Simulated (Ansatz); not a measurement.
A nudged elastic band was laid between two geometries of BH6NOSi (10 atoms, charge 0, multiplicity 1).

Level of theory: RKS LDA/cc-pVDZ in Ansatz.

```json
{"movable images": "9", "climbing image": "yes", "spring": "5.0 eV/Å²", "optimiser": "quadratic models (default)", "start path": "IDPP", "force threshold": "0.05 eV/Å", "iteration limit": "60", "end points": "relaxed"}
```

Image 0:

```xyz
10
Properties=species:S:1:pos:R:3
B -1.761 1.008 0.049
O -0.820 0.312 -0.616
Si 0.836 0.122 -0.194
N 1.292 -1.506 0.121
H -1.473 1.605 1.084
H -2.893 1.013 -0.416
H 1.072 0.938 1.051
H 1.589 0.585 -1.409
H 1.281 -2.178 -0.655
H 0.961 -1.951 0.985
```

Image 10:

```xyz
10
Properties=species:S:1:pos:R:3
B -1.760 1.010 0.049
O -0.698 0.465 0.671
Si 0.855 0.144 0.005
N 1.277 -1.523 -0.011
H -2.786 1.150 0.701
H -1.682 1.343 -1.133
H 1.810 0.853 0.923
H 0.841 0.651 -1.414
H 0.801 -2.145 -0.674
H 1.424 -2.000 0.886
```

(1) What changes between the two ends?

(2) Give the energies along the band, and the barrier.

(3) What is the geometry of the highest image?

## Answers

(1) No bond is made or broken. The height of N4 over the plane of its neighbours goes from -0.25 to -0.24 Å. The two ends are copies of one structure, up to a mirror image or an exchange of like atoms.

(2) The run converged. The highest image is number 5 of 0 to 10, 0.196 eV above the ends, which have the same energy within 2 meV. A vibrational analysis at the climbing image gives 2 clearly imaginary modes (198i, 69i cm⁻¹): a point of higher order, so a lower path passes nearby.

| image | path coordinate (Å) | energy (eV) | height of N4 over the plane of its neighbours (Å) |
| --- | --- | --- | --- |
| 0 | 0.00 | 0.000 | -0.25 |
| 1 | 0.33 | 0.012 | -0.25 |
| 2 | 0.65 | 0.051 | -0.25 |
| 3 | 0.98 | 0.109 | -0.25 |
| 4 | 1.30 | 0.168 | -0.25 |
| 5 | 1.63 | 0.196 | -0.25 |
| 6 | 1.95 | 0.168 | -0.25 |
| 7 | 2.28 | 0.109 | -0.25 |
| 8 | 2.60 | 0.051 | -0.25 |
| 9 | 2.92 | 0.012 | -0.25 |
| 10 | 3.25 | 0.000 | -0.24 |

(3) 
```xyz
10
Properties=species:S:1:pos:R:3
B -1.879 1.051 0.119
O -0.640 0.558 0.020
Si 0.983 0.134 -0.137
N 1.271 -1.555 0.015
H -2.302 1.388 1.221
H -2.568 1.145 -0.893
H 1.730 0.835 0.965
H 1.419 0.560 -1.513
H 0.929 -2.176 -0.728
H 1.139 -1.991 0.935
```

Time of the run: 2.9 min on 1 thread of Arm Neoverse V2 (shared host), peak memory 0.26 GiB.
